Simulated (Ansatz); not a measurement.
Caution, from a PySCF single point (B3LYP-D3(BJ)/def2-TZVPD) at this geometry: the highest occupied level lies above zero, so the state may not be bound. This singlet lies 0.68 eV below the relaxed triplet at the level frozen-core CCSD(T)/aug-cc-pVDZ // B3LYP-D3(BJ)/def2-TZVPD (Ansatz, a program for electronic structure).

Species: CH$_{5}$B$_{2}$, SMILES `B[B-]C` (lower singlet) (charge -1, multiplicity 1).

### Question
Give a relaxed geometry from B3LYP-D3(BJ)/def2-TZVPD (Ansatz).

### Answer
the end point of this relaxation (outside a Z-matrix the atoms follow the SMILES, hydrogens last).
Cartesian coordinates (Å) in one orientation:
```xyz
8

B      1.691    -0.262    -0.146
B      0.194    -0.022    -0.002
C     -1.334     0.212     0.211
H      2.248    -0.212    -1.224
H      2.394    -0.510     0.813
H     -2.001    -0.516    -0.272
H     -1.490     0.092     1.294
H     -1.702     1.219    -0.035
```
